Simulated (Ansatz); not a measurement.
Cost and result for the atomization energy of C2H8B2O, SMILES `BBCOC` (13 atoms, 12 bonds).

```xyz
13

B     1.807   -0.715    2.004
B     0.675   -0.920    0.836
C    -0.009    0.177   -0.033
O    -0.944   -0.327   -0.953
C    -1.540    0.682   -1.718
H     2.982   -0.767    1.767
H     1.512   -0.583    3.160
H     0.348   -2.064    0.641
H    -0.485    0.915    0.642
H     0.778    0.756   -0.553
H    -2.246    0.208   -2.401
H    -2.084    1.400   -1.087
H    -0.795    1.238   -2.305
```

The species carries charge 0 and has multiplicity 1. The structure was optimised at the PBE0-D4/def2-TZVP level. It is one conformer, not always the lowest. Program: Ansatz. All runs use 4 threads of an Arm Neoverse V1 on a shared host. Times are those of one run each, without the atoms' runs, and a repeat can differ threefold. Electronic energies, without spin–orbit coupling; frozen cores. CCSD(T)/CBS adds CCSD(T) − MP2 in def2-TZVPP to the MP2 limit, and its time is that of the two runs behind it. T1 = 0.012. B3LYP takes the VWN-RPA correlation (the form of Gaussian; ORCA's B3LYP/G).

CCSD(T)/CBS is a level of theory with its own doubt, some kJ/mol a heavy atom from the limit and from the frozen cores, so smaller differences don't rank the functionals.

| level | functions | wall time | atomization (kJ/mol) | difference from CCSD(T)/CBS | per bond |
| --- | --- | --- | --- | --- | --- |
| PBE-D4/def2-TZVPP (with forces) | 267 | 2.6 s | 4855.2 | 118.4 | 9.9 |
| PBE0-D4/def2-TZVPP | 267 | 2.7 s | 4787.6 | 50.8 | 4.2 |
| B3LYP-D4/def2-TZVPP (with forces) | 267 | 4.3 s | 4782.7 | 45.9 | 3.8 |
| r2SCAN-D4/def2-TZVPP (with forces) | 267 | 4.5 s | 4792.3 | 55.5 | 4.6 |
| B2PLYP/def2-TZVPP | 267 | 5.5 s | 4725.0 | -11.8 | -1.0 |
| ωB97X-V/def2-TZVPP | 267 | 7.5 s | 4773.7 | 36.9 | 3.1 |
| ωB97M-V/def2-TZVPP (with forces) | 267 | 11 s | 4780.3 | 43.5 | 3.6 |
| MP2/def2-QZVPP | 525 | 24 s | 4755.1 | 18.3 | 1.5 |
| CCSD(T)/def2-TZVPP | 267 | 2.9 min | 4634.8 | -102.0 | -8.5 |
| CCSD(T)/CBS(def2) | – | 3.3 min | 4736.8 | 0.0 | 0.0 |

In def2-TZVPP, CCSD(T) changes the Hartree–Fock value by +1037.9 kJ/mol (the triples alone add +54.8 kJ/mol) and MP2 by +1098.3 kJ/mol; breaking electron pairs costs correlation energy, which Hartree–Fock lacks. From PBE to PBE0 (25 % exact exchange), in def2-TZVPP and without D4, the atomization energy moves by −64.5 kJ/mol: exact exchange takes away binding that semilocal exchange gives to molecules. The D4 term adds +30.3 kJ/mol with B3LYP and +16.0 kJ/mol with PBE0; it sums over pairs of atoms, weighted by their polarisabilities, and B3LYP, whose exchange is more repulsive, gets the larger term.
